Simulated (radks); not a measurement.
Values are calculated unless marked as measured or tabulated.
Ionisation of Be, [He] 2s2, to Be+, [He] 2s1, under several functionals. Non-relativistic Kohn-Sham, spin-unpolarised, spherical densities, point nucleus; a radial shooting solver on a logarithmic mesh with Libxc functionals.

functional,E(Be) (hartree),Exc (hartree),IE (eV),-e(HOMO) (eV),<r> HOMO (bohr),IE error (eV)
B86b exchange with PBE correlation,-14.65315,-2.74450,9.578,5.632,2.599,+0.255
HCTH/407,-14.67434,-2.76631,9.661,5.749,2.616,+0.339
BP86,-14.65944,-2.75087,9.638,5.703,2.604,+0.315
exchange-only LDA,-14.22329,-2.27784,8.487,4.627,2.682,-0.836
"LDA (Slater exchange, VWN5 correlation)",-14.44721,-2.51486,9.511,5.599,2.620,+0.188
exchange-only B88,-14.56636,-2.65167,8.877,4.937,2.641,-0.446
"LDA (Slater exchange, Perdew-Wang correlation)",-14.44647,-2.51403,9.512,5.599,2.620,+0.189

NIST Atomic Spectra Database: 9.323 eV (measured). Closest: LDA (Slater exchange, VWN5 correlation). The Delta-SCF values span 1.17 eV, the total energies 0.45 hartree. The highest occupied level is 2s. Spin polarisation and multiplet splitting are left out, so open shells lie too high by an amount that depends on their filling.

Beside tabulated values, note that spin-unpolarised runs miss the spin-polarisation part of the exchange energy of open shells.
